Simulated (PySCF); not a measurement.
A structure optimised at B3LYP-D3(BJ)/def2-SVP, used in a PySCF frequency run:

```
In
F 1 1.9464
F 1 1.9568 2 115.86
O 1 1.9860 2 122.39 3 180.00
H 4 0.9698 1 110.04 2 180.00
```

Write its SMILES, formula and point group.

[OH][In]([F])[F], F2HInO, Cs

What are its rotational constants (standard atomic weights)?

4.8661, 4.5922, 2.3626 GHz
